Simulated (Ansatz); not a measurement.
A short molecular-dynamics run on `[Cl][Ga]1[CH2]S[CH2]1`.

```yaml
crystal:
  periodic: [false, false, false]
  atoms:
    - {symbol: Cl, position_ang: [-1.609844, -1.607361, -2.230692]}
    - {symbol: Ga, position_ang: [-0.523578, -0.532565, -0.735761]}
    - {symbol: C, position_ang: [0.940620, 0.800895, -0.704755]}
    - {symbol: S, position_ang: [0.824755, 0.800059, 1.118905]}
    - {symbol: C, position_ang: [-0.527875, -0.422414, 1.241814]}
    - {symbol: H, position_ang: [1.915800, 0.463251, -1.058882]}
    - {symbol: H, position_ang: [0.718836, 1.779008, -1.134324]}
    - {symbol: H, position_ang: [-1.423331, -0.005495, 1.705235]}
    - {symbol: H, position_ang: [-0.226883, -1.321681, 1.781359]}
basis:
  gaussian: {orbitals: def2-SVP}
hamiltonian: {xc: {name: BLYP}}
md: {timestep: 1 fs, n_steps: 30, ensemble: nvt_nose_hoover, temperature: 1000, initial_velocities: maxwell_boltzmann, seed: 359}
```

```sh
$ ansatz run in.yaml --threads 4 --pin off --events-out ev --progress --plain --max-ram 10444MiB
```

```
step  time (fs)  potential energy (eV)  kinetic (eV)  T (K)  conserved (eV)
   0        0.0            -77860.8234        0.9048   1000     -77859.9186
   1        1.0            -77860.8016        0.8844    977     -77859.9172
   2        2.0            -77860.7152        0.8020    886     -77859.9131
   3        3.0            -77860.6231        0.7123    787     -77859.9109
   4        4.0            -77860.5626        0.6520    721     -77859.9106
   5        5.0            -77860.5380        0.6262    692     -77859.9119
   6        6.0            -77860.5281        0.6138    678     -77859.9145
   7        7.0            -77860.4950        0.5795    641     -77859.9159
   8        8.0            -77860.4256        0.5140    568     -77859.9123
   9        9.0            -77860.3767        0.4696    519     -77859.9079
  10       10.0            -77860.4093        0.4995    552     -77859.9108
  11       11.0            -77860.4833        0.5687    629     -77859.9160
  12       12.0            -77860.5239        0.6097    674     -77859.9159
  13       13.0            -77860.5245        0.6135    678     -77859.9133
  14       14.0            -77860.5209        0.6118    676     -77859.9118
  15       15.0            -77860.5361        0.6278    694     -77859.9115
  16       16.0            -77860.5743        0.6658    736     -77859.9123
  17       17.0            -77860.6211        0.7109    786     -77859.9147
  18       18.0            -77860.6407        0.7292    806     -77859.9167
  19       19.0            -77860.6076        0.6990    772     -77859.9147
  20       20.0            -77860.5541        0.6502    719     -77859.9107
  21       21.0            -77860.5346        0.6304    697     -77859.9118
  22       22.0            -77860.5348        0.6277    694     -77859.9154
  23       23.0            -77860.5024        0.5962    659     -77859.9154
  24       24.0            -77860.4340        0.5312    587     -77859.9127
  25       25.0            -77860.3664        0.4662    515     -77859.9109
  26       26.0            -77860.3276        0.4285    474     -77859.9104
  27       27.0            -77860.3254        0.4266    471     -77859.9109
  28       28.0            -77860.3504        0.4504    498     -77859.9128
  29       29.0            -77860.3733        0.4722    522     -77859.9147
  30       30.0            -77860.3703        0.4717    521     -77859.9132
```

Velocities are drawn at the set temperature; a run this short doesn't reach equilibrium.

Frames (Å, forces in eV/Å):

```xyz
9
time=0.0 fs
Cl   -1.610   -1.607   -2.231   -0.395   -0.391   -0.543
Ga   -0.524   -0.533   -0.736   -0.113   -0.112   -0.156
C     0.941    0.801   -0.705    0.008   -0.004   -0.215
S     0.825    0.800    1.119    0.651    0.643    0.895
C    -0.528   -0.422    1.242   -0.160   -0.144    0.008
H     1.916    0.463   -1.059    0.524   -0.168   -0.254
H     0.719    1.779   -1.134   -0.102    0.520   -0.294
H    -1.423   -0.005    1.705   -0.520    0.172    0.260
H    -0.227   -1.322    1.781    0.106   -0.516    0.299
9
time=1.0 fs
Cl   -1.610   -1.614   -2.234   -0.335   -0.339   -0.473
Ga   -0.525   -0.527   -0.738   -0.338   -0.224   -0.037
C     0.938    0.789   -0.692    0.355    1.019   -1.085
S     0.827    0.800    1.119    0.748    0.508    1.063
C    -0.521   -0.424    1.256   -0.713    0.546   -0.413
H     1.908    0.431   -1.103   -0.009    0.112    0.085
H     0.709    1.811   -1.114    0.191   -0.581    0.038
H    -1.425    0.016    1.711   -0.155   -0.087    0.151
H    -0.232   -1.328    1.759    0.254   -0.954    0.671
9
time=2.0 fs
Cl   -1.610   -1.622   -2.238   -0.276   -0.287   -0.404
Ga   -0.526   -0.521   -0.740   -0.558   -0.340    0.067
C     0.935    0.777   -0.681    0.725    1.704   -1.800
S     0.829    0.801    1.119    0.825    0.374    1.222
C    -0.514   -0.425    1.270   -1.126    0.890   -0.589
H     1.900    0.399   -1.146   -0.473    0.381    0.449
H     0.701    1.838   -1.094    0.395   -1.342    0.202
H    -1.428    0.036    1.718    0.215   -0.356    0.047
H    -0.235   -1.344    1.743    0.273   -1.024    0.806
9
time=3.0 fs
Cl   -1.609   -1.629   -2.242   -0.218   -0.235   -0.335
Ga   -0.528   -0.516   -0.743   -0.766   -0.455    0.162
C     0.933    0.767   -0.671    0.991    2.066   -2.291
S     0.831    0.801    1.120    0.881    0.247    1.365
C    -0.508   -0.426    1.284   -1.282    0.723   -0.558
H     1.888    0.372   -1.184   -0.737    0.571    0.757
H     0.697    1.852   -1.071    0.500   -1.718    0.216
H    -1.430    0.053    1.726    0.476   -0.566   -0.007
H    -0.236   -1.370    1.735    0.155   -0.633    0.692
9
time=4.0 fs
Cl   -1.609   -1.636   -2.246   -0.162   -0.184   -0.270
Ga   -0.530   -0.510   -0.745   -0.954   -0.564    0.253
C     0.932    0.758   -0.663    1.110    2.153   -2.537
S     0.834    0.802    1.121    0.916    0.129    1.489
C    -0.503   -0.426    1.297   -1.202    0.190   -0.463
H     1.868    0.349   -1.216   -0.772    0.658    0.956
H     0.697    1.850   -1.047    0.513   -1.737    0.115
H    -1.426    0.064    1.734    0.574   -0.677    0.007
H    -0.234   -1.402    1.734   -0.023    0.031    0.451
9
time=5.0 fs
Cl   -1.610   -1.644   -2.250   -0.108   -0.133   -0.207
Ga   -0.531   -0.505   -0.747   -1.119   -0.664    0.344
C     0.931    0.752   -0.657    1.086    1.964   -2.517
S     0.837    0.803    1.123    0.932    0.019    1.585
C    -0.499   -0.426    1.310   -0.963   -0.438   -0.442
H     1.841    0.333   -1.238   -0.587    0.632    1.020
H     0.702    1.831   -1.021    0.438   -1.391   -0.088
H    -1.417    0.069    1.741    0.497   -0.672    0.088
H    -0.233   -1.433    1.737   -0.176    0.684    0.217
9
time=6.0 fs
Cl   -1.610   -1.651   -2.254   -0.058   -0.084   -0.146
Ga   -0.533   -0.499   -0.749   -1.260   -0.754    0.435
C     0.932    0.747   -0.652    0.938    1.456   -2.202
S     0.840    0.803    1.125    0.930   -0.084    1.646
C    -0.496   -0.426    1.323   -0.626   -0.970   -0.552
H     1.809    0.323   -1.250   -0.198    0.487    0.927
H     0.712    1.798   -0.997    0.268   -0.635   -0.393
H    -1.404    0.067    1.750    0.262   -0.557    0.226
H    -0.234   -1.458    1.742   -0.257    1.141    0.059
9
time=7.0 fs
Cl   -1.610   -1.658   -2.258   -0.011   -0.035   -0.089
Ga   -0.535   -0.494   -0.751   -1.378   -0.833    0.521
C     0.933    0.743   -0.650    0.684    0.644   -1.592
S     0.843    0.804    1.128    0.911   -0.177    1.665
C    -0.493   -0.427    1.335   -0.258   -1.309   -0.781
H     1.774    0.318   -1.254    0.368    0.228    0.672
H     0.724    1.760   -0.976    0.013    0.510   -0.783
H    -1.388    0.060    1.760   -0.076   -0.359    0.394
H    -0.237   -1.472    1.747   -0.253    1.331   -0.008
9
time=8.0 fs
Cl   -1.610   -1.666   -2.262    0.033    0.014   -0.033
Ga   -0.538   -0.489   -0.753   -1.475   -0.907    0.597
C     0.935    0.739   -0.649    0.337   -0.193   -0.823
S     0.847    0.805    1.131    0.877   -0.256    1.639
C    -0.491   -0.429    1.346    0.038   -1.380   -1.078
H     1.744    0.315   -1.251    1.020   -0.106    0.301
H     0.736    1.726   -0.962   -0.251    1.727   -1.162
H    -1.372    0.050    1.775   -0.412   -0.136    0.543
H    -0.243   -1.474    1.752   -0.167    1.238    0.015
9
time=9.0 fs
Cl   -1.610   -1.673   -2.266    0.074    0.064    0.022
Ga   -0.540   -0.484   -0.755   -1.554   -0.982    0.657
C     0.937    0.735   -0.649   -0.056   -0.479   -0.229
S     0.851    0.805    1.135    0.827   -0.319    1.574
C    -0.488   -0.432    1.357    0.132   -1.100   -1.377
H     1.722    0.311   -1.246    1.570   -0.409   -0.051
H     0.746    1.709   -0.960   -0.378    2.336   -1.331
H    -1.361    0.038    1.795   -0.610    0.034    0.609
H    -0.250   -1.463    1.758   -0.005    0.856    0.126
9
time=10.0 fs
Cl   -1.610   -1.681   -2.270    0.111    0.115    0.077
Ga   -0.543   -0.479   -0.757   -1.617   -1.063    0.700
C     0.939    0.731   -0.648   -0.336    0.097   -0.145
S     0.855    0.806    1.139    0.763   -0.364    1.479
C    -0.486   -0.436    1.366   -0.058   -0.448   -1.618
H     1.716    0.303   -1.240    1.771   -0.528   -0.196
H     0.753    1.714   -0.970   -0.277    1.879   -1.155
H    -1.355    0.027    1.820   -0.575    0.094    0.542
H    -0.258   -1.444    1.765    0.218    0.218    0.317
9
time=11.0 fs
Cl   -1.610   -1.688   -2.274    0.146    0.168    0.131
Ga   -0.546   -0.474   -0.759   -1.659   -1.149    0.727
C     0.941    0.727   -0.648   -0.297    1.095   -0.571
S     0.860    0.806    1.143    0.686   -0.389    1.358
C    -0.483   -0.440    1.374   -0.473    0.421   -1.761
H     1.727    0.290   -1.237    1.502   -0.385   -0.040
H     0.756    1.738   -0.992   -0.037    0.717   -0.733
H    -1.355    0.017    1.851   -0.327    0.049    0.345
H    -0.263   -1.424    1.775    0.459   -0.527    0.544
9
time=12.0 fs
Cl   -1.610   -1.695   -2.278    0.178    0.222    0.186
Ga   -0.549   -0.470   -0.761   -1.673   -1.233    0.741
C     0.943    0.724   -0.649    0.071    1.893   -1.200
S     0.865    0.806    1.148    0.599   -0.393    1.213
C    -0.481   -0.444    1.381   -0.924    1.142   -1.751
H     1.753    0.273   -1.234    0.894   -0.056    0.311
H     0.760    1.768   -1.020    0.196   -0.455   -0.269
H    -1.358    0.007    1.885    0.016   -0.045    0.075
H    -0.264   -1.408    1.790    0.642   -1.076    0.695
9
time=13.0 fs
Cl   -1.610   -1.703   -2.282    0.208    0.276    0.241
Ga   -0.552   -0.465   -0.762   -1.656   -1.308    0.747
C     0.944    0.723   -0.650    0.582    2.276   -1.718
S     0.870    0.806    1.154    0.505   -0.373    1.046
C    -0.480   -0.447    1.386   -1.211    1.346   -1.527
H     1.786    0.256   -1.228    0.204    0.303    0.658
H     0.765    1.793   -1.051    0.349   -1.266    0.109
H    -1.361   -0.003    1.920    0.328   -0.126   -0.192
H    -0.258   -1.402    1.811    0.691   -1.127    0.637
9
time=14.0 fs
Cl   -1.610   -1.710   -2.286    0.236    0.327    0.294
Ga   -0.556   -0.461   -0.764   -1.607   -1.368    0.750
C     0.946    0.723   -0.653    1.046    2.307   -1.977
S     0.875    0.806    1.159    0.408   -0.334    0.864
C    -0.479   -0.449    1.390   -1.241    0.977   -1.110
H     1.822    0.241   -1.216   -0.374    0.580    0.874
H     0.773    1.807   -1.081    0.417   -1.664    0.368
H    -1.361   -0.015    1.953    0.526   -0.158   -0.403
H    -0.246   -1.407    1.839    0.590   -0.667    0.340
9
time=15.0 fs
Cl   -1.610   -1.717   -2.290    0.260    0.375    0.343
Ga   -0.560   -0.457   -0.765   -1.527   -1.409    0.755
C     0.949    0.725   -0.657    1.368    2.076   -1.949
S     0.880    0.806    1.165    0.305   -0.281    0.674
C    -0.480   -0.450    1.394   -1.036    0.316   -0.640
H     1.854    0.232   -1.195   -0.758    0.729    0.926
H     0.786    1.805   -1.108    0.413   -1.693    0.504
H    -1.356   -0.028    1.982    0.579   -0.128   -0.527
H    -0.229   -1.419    1.870    0.396    0.015   -0.087
9
time=16.0 fs
Cl   -1.609   -1.724   -2.294    0.281    0.420    0.389
Ga   -0.564   -0.453   -0.766   -1.417   -1.430    0.765
C     0.953    0.729   -0.663    1.517    1.604   -1.644
S     0.885    0.806    1.171    0.197   -0.219    0.481
C    -0.481   -0.451    1.396   -0.670   -0.326   -0.276
H     1.879    0.230   -1.166   -0.922    0.742    0.830
H     0.802    1.786   -1.130    0.346   -1.364    0.502
H    -1.345   -0.042    2.006    0.486   -0.040   -0.549
H    -0.207   -1.431    1.900    0.183    0.613   -0.497
9
time=17.0 fs
Cl   -1.609   -1.731   -2.297    0.297    0.460    0.430
Ga   -0.568   -0.450   -0.767   -1.282   -1.431    0.779
C     0.958    0.734   -0.670    1.480    0.870   -1.055
S     0.890    0.806    1.177    0.085   -0.152    0.291
C    -0.483   -0.452    1.399   -0.208   -0.786   -0.108
H     1.896    0.235   -1.129   -0.855    0.618    0.611
H     0.822    1.755   -1.147    0.220   -0.651    0.323
H    -1.329   -0.057    2.024    0.261    0.097   -0.471
H    -0.184   -1.436    1.926    0.001    0.975   -0.801
9
time=18.0 fs
Cl   -1.609   -1.738   -2.301    0.311    0.497    0.467
Ga   -0.572   -0.446   -0.768   -1.128   -1.414    0.795
C     0.965    0.740   -0.678    1.235   -0.097   -0.193
S     0.896    0.806    1.184   -0.028   -0.081    0.108
C    -0.486   -0.454    1.401    0.279   -1.018   -0.142
H     1.904    0.247   -1.085   -0.544    0.358    0.299
H     0.844    1.717   -1.160    0.048    0.418   -0.051
H    -1.311   -0.071    2.039   -0.050    0.260   -0.315
H    -0.161   -1.433    1.944   -0.123    1.077   -0.968
9
time=19.0 fs
Cl   -1.608   -1.744   -2.304    0.321    0.532    0.501
Ga   -0.577   -0.443   -0.769   -0.962   -1.385    0.808
C     0.972    0.746   -0.686    0.764   -1.039    0.795
S     0.901    0.805    1.190   -0.137   -0.008   -0.062
C    -0.487   -0.457    1.404    0.696   -1.001   -0.331
H     1.906    0.261   -1.039   -0.014   -0.016   -0.062
H     0.866    1.683   -1.175   -0.122    1.570   -0.524
H    -1.294   -0.082    2.050   -0.370    0.415   -0.135
H    -0.139   -1.419    1.952   -0.175    0.931   -0.991
9
time=20.0 fs
Cl   -1.608   -1.751   -2.308    0.329    0.564    0.532
Ga   -0.582   -0.440   -0.770   -0.794   -1.350    0.814
C     0.980    0.750   -0.694    0.130   -1.445    1.536
S     0.906    0.805    1.197   -0.242    0.063   -0.213
C    -0.489   -0.460    1.406    0.923   -0.697   -0.599
H     1.909    0.276   -0.994    0.602   -0.417   -0.397
H     0.887    1.665   -1.194   -0.212    2.220   -0.801
H    -1.280   -0.090    2.060   -0.595    0.511   -0.010
H    -0.119   -1.396    1.951   -0.141    0.551   -0.861
9
time=21.0 fs
Cl   -1.607   -1.757   -2.311    0.336    0.596    0.561
Ga   -0.587   -0.437   -0.771   -0.630   -1.315    0.811
C     0.989    0.754   -0.700   -0.426   -1.024    1.674
S     0.912    0.805    1.203   -0.340    0.127   -0.342
C    -0.489   -0.464    1.407    0.869   -0.093   -0.874
H     1.917    0.286   -0.952    1.031   -0.689   -0.626
H     0.907    1.667   -1.221   -0.184    1.929   -0.612
H    -1.271   -0.092    2.070   -0.643    0.505   -0.009
H    -0.100   -1.368    1.942   -0.013   -0.036   -0.583
9
time=22.0 fs
Cl   -1.606   -1.763   -2.314    0.341    0.625    0.587
Ga   -0.592   -0.434   -0.771   -0.476   -1.280    0.798
C     0.996    0.757   -0.705   -0.584   -0.165    1.270
S     0.917    0.804    1.209   -0.431    0.182   -0.452
C    -0.489   -0.469    1.408    0.552    0.722   -1.099
H     1.936    0.290   -0.916    1.002   -0.695   -0.715
H     0.924    1.688   -1.254   -0.084    0.952   -0.044
H    -1.269   -0.090    2.080   -0.505    0.387   -0.138
H    -0.081   -1.340    1.927    0.184   -0.728   -0.207
9
time=23.0 fs
Cl   -1.605   -1.769   -2.317    0.346    0.653    0.612
Ga   -0.597   -0.432   -0.772   -0.331   -1.242    0.777
C     1.004    0.760   -0.709   -0.268    0.533    0.706
S     0.922    0.804    1.215   -0.511    0.228   -0.553
C    -0.489   -0.472    1.408    0.146    1.485   -1.205
H     1.964    0.287   -0.887    0.506   -0.445   -0.712
H     0.941    1.718   -1.287    0.012   -0.106    0.579
H    -1.272   -0.084    2.088   -0.251    0.191   -0.335
H    -0.060   -1.319    1.911    0.350   -1.297    0.130
9
time=24.0 fs
Cl   -1.605   -1.775   -2.319    0.352    0.678    0.635
Ga   -0.602   -0.430   -0.772   -0.194   -1.196    0.748
C     1.011    0.763   -0.712    0.288    0.849    0.277
S     0.927    0.804    1.221   -0.577    0.268   -0.650
C    -0.488   -0.474    1.407   -0.096    1.865   -1.115
H     1.996    0.280   -0.865   -0.193   -0.090   -0.685
H     0.957    1.747   -1.315    0.071   -0.877    1.041
H    -1.277   -0.076    2.094    0.019   -0.025   -0.515
H    -0.036   -1.310    1.895    0.331   -1.471    0.263
9
time=25.0 fs
Cl   -1.603   -1.781   -2.322    0.357    0.699    0.656
Ga   -0.607   -0.427   -0.773   -0.064   -1.141    0.716
C     1.018    0.767   -0.715    0.793    0.859    0.072
S     0.931    0.804    1.227   -0.627    0.300   -0.744
C    -0.487   -0.475    1.405   -0.013    1.721   -0.848
H     2.027    0.272   -0.849   -0.809    0.220   -0.667
H     0.975    1.768   -1.333    0.089   -1.289    1.290
H    -1.282   -0.068    2.094    0.221   -0.209   -0.614
H    -0.009   -1.316    1.882    0.053   -1.161    0.141
9
time=26.0 fs
Cl   -1.602   -1.786   -2.324    0.362    0.716    0.674
Ga   -0.612   -0.425   -0.773    0.061   -1.074    0.683
C     1.026    0.772   -0.718    1.086    0.664    0.076
S     0.936    0.804    1.232   -0.663    0.322   -0.834
C    -0.487   -0.475    1.402    0.348    1.216   -0.557
H     2.050    0.266   -0.839   -1.192    0.409   -0.659
H     0.993    1.776   -1.339    0.077   -1.369    1.337
H    -1.284   -0.062    2.089    0.311   -0.326   -0.602
H     0.019   -1.332    1.870   -0.390   -0.559   -0.117
9
time=27.0 fs
Cl   -1.601   -1.792   -2.326    0.366    0.730    0.688
Ga   -0.617   -0.423   -0.773    0.183   -0.997    0.653
C     1.035    0.777   -0.721    1.119    0.296    0.275
S     0.940    0.804    1.238   -0.685    0.330   -0.918
C    -0.486   -0.473    1.399    0.829    0.616   -0.405
H     2.062    0.264   -0.836   -1.301    0.455   -0.649
H     1.012    1.772   -1.331    0.042   -1.125    1.189
H    -1.284   -0.060    2.077    0.273   -0.360   -0.478
H     0.043   -1.354    1.858   -0.826    0.055   -0.354
9
time=28.0 fs
Cl   -1.600   -1.797   -2.328    0.369    0.741    0.701
Ga   -0.622   -0.422   -0.773    0.300   -0.911    0.624
C     1.045    0.782   -0.724    0.885   -0.267    0.675
S     0.944    0.804    1.243   -0.693    0.320   -0.996
C    -0.485   -0.471    1.396    1.296    0.103   -0.453
H     2.062    0.266   -0.840   -1.132    0.354   -0.634
H     1.032    1.756   -1.313   -0.009   -0.532    0.833
H    -1.281   -0.061    2.061    0.118   -0.315   -0.263
H     0.059   -1.376    1.841   -1.133    0.507   -0.487
9
time=29.0 fs
Cl   -1.598   -1.802   -2.330    0.371    0.749    0.711
Ga   -0.627   -0.420   -0.773    0.410   -0.817    0.594
C     1.055    0.787   -0.727    0.383   -1.013    1.268
S     0.948    0.805    1.247   -0.687    0.291   -1.070
C    -0.482   -0.469    1.392    1.655   -0.237   -0.666
H     2.050    0.272   -0.849   -0.692    0.104   -0.619
H     1.051    1.735   -1.286   -0.066    0.402    0.287
H    -1.278   -0.065    2.043   -0.109   -0.216   -0.001
H     0.064   -1.393    1.821   -1.264    0.736   -0.503
9
time=30.0 fs
Cl   -1.597   -1.807   -2.331    0.373    0.756    0.719
Ga   -0.632   -0.419   -0.773    0.508   -0.720    0.560
C     1.066    0.791   -0.728   -0.344   -1.747    1.924
S     0.952    0.805    1.252   -0.667    0.239   -1.139
C    -0.478   -0.467    1.388    1.816   -0.342   -0.955
H     2.032    0.279   -0.864   -0.035   -0.269   -0.617
H     1.070    1.719   -1.257   -0.115    1.461   -0.310
H    -1.275   -0.071    2.025   -0.327   -0.103    0.233
H     0.058   -1.402    1.795   -1.209    0.724   -0.414
```

It took 28 s on 4 threads of an Intel Xeon Platinum 8488C on a shared host, with 0.19 GiB of host memory at the peak.
